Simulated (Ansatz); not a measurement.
PBE exchange is replaced step by step with exact exchange (0 % is PBE, 25 % PBE0; no dispersion term), basis def2-TZVPD, Ansatz. System: Au₂O₂⁻. Charge -1, multiplicity 2. Geometry: PBE-D4/def2-TZVPD, each spin state at its own.

The relaxed quartet has other bonds than the doublet, so its gap is one between isomers.

Geometry of the doublet:

Cartesian coordinates in Å:
```
Au 0.806 0.954 2.897
Au 0.237 0.335 0.466
O -0.187 -0.096 -1.546
O -0.857 -1.192 -1.818
```

In the def2 sets Au takes a core potential; there is no spin–orbit coupling. The structure holds 1 bond(s) between oxygen atoms. At PBE-D4/def2-TZVPD, PBE with 5 % exact exchange/def2-TZVPD, PBE with 10 % exact exchange/def2-TZVPD the highest occupied level of the charge -1 quartet lies above zero (up to 0.19 eV). It is a level of α spin, whose loss leaves a triplet; that state wasn't run at this geometry and level. The electron is either unbound and held by the finite basis, or the level is raised by self-interaction error. In the quartet geometry the species has come apart into loosely held pieces. The structure comes from a short search, and lower isomers may exist.

HOMO and LUMO are taken over both spins.

```json
{"exact exchange (%)": "0", "HOMO (eV)": "-0.21", "LUMO (eV)": "0.63", "gap (eV)": "0.85", "⟨S²⟩": "0.761", "quartet − doublet (kJ/mol)": "115.0"}
{"exact exchange (%)": "5", "HOMO (eV)": "-0.38", "LUMO (eV)": "1.00", "gap (eV)": "1.38", "⟨S²⟩": "0.761", "quartet − doublet (kJ/mol)": "112.8"}
{"exact exchange (%)": "10", "HOMO (eV)": "-0.56", "LUMO (eV)": "1.38", "gap (eV)": "1.94", "⟨S²⟩": "0.762", "quartet − doublet (kJ/mol)": "111.0"}
{"exact exchange (%)": "25", "HOMO (eV)": "-1.17", "LUMO (eV)": "2.03", "gap (eV)": "3.20", "⟨S²⟩": "0.762", "quartet − doublet (kJ/mol)": "107.6"}
{"exact exchange (%)": "35", "HOMO (eV)": "-1.63", "LUMO (eV)": "2.30", "gap (eV)": "3.93", "⟨S²⟩": "0.762", "quartet − doublet (kJ/mol)": "106.7"}
{"exact exchange (%)": "50", "HOMO (eV)": "-2.38", "LUMO (eV)": "2.70", "gap (eV)": "5.08", "⟨S²⟩": "0.764", "quartet − doublet (kJ/mol)": "106.8"}
```

Problem. Fit a straight line to the column «quartet − doublet (kJ/mol)» against the share of exact exchange and predict its value at 15 %.

Solution. With x = exact exchange (%) and y = quartet − doublet (kJ/mol): mean x = 20.83, mean y = 110; Σ(x − x̄)(y − ȳ) = -309.4, Σ(x − x̄)² = 1871; slope b = -0.1654, intercept a = ȳ − b·x̄ = 113.4. The residuals of the fitted rows reach 1.7. At x = 15 the line gives 113.4 + (-0.1654 × 15) = 110.9; the run gave 109.6, 1.3 less than the line.
